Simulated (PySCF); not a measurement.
SiF₂, SMILES F[Si]F (connectivity only; charge and spin as stated), neutral, multiplicity 1. Coordinates come from a TPSSh-D3(BJ)/def2-TZVP optimisation. The isomer is the one that the SMILES or the coordinates give; other isomers of the formula were not compared.

TDA-M06-2X/def2-TZVPD (PySCF) puts the lowest singlet excitations at 5.86, 7.77, 7.96, 8.43, 8.86, 9.68 eV.

Q: What are the lowest excitation roots from ADC(2)/aug-cc-pVDZ in PySCF? (An estimate is asked for; the answer gives what the named calculation found.)

A: 5.56, 7.65, 7.97, 8.40, 8.94, 8.96 eV. S1 differs by -0.31 eV (second minus first; roots are paired by order, and the bases may differ).
